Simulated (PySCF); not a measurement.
# Levels of Lu⁵²⁺ from EOM-EA-GCCSD

Reference: closed-shell Lu⁵³⁺, [Ar]; one electron is added. Calculated with PySCF 2.14, two-component X2C-1e with screened spin-orbit coupling, an uncontracted even-tempered set (18 s from 5.1 bohr⁻², ratio 2.6; 14 p from 6.6 bohr⁻², ratio 2.6; 5 d from 6.8 bohr⁻², ratio 2.8; 3 f from 110 bohr⁻², ratio 2.8); frozen [Ne]; the 62 highest virtual spinors dropped; of the others 50 kept and the rest restored at second order. No Breit or QED terms. Binding energies in eV.

```
level  Koopmans  second order  EOM-CCSD
3d3/2    4797.6        4798.8    4798.5
3d5/2    4735.4        4736.4    4736.1
```

For comparison, the ionisation energy of Lu⁵²⁺ is 4803 ± 4 eV (theoretical estimate listed by NIST; NIST Atomic Spectra Database, ionization energies).

Only part of the computed levels is shown.
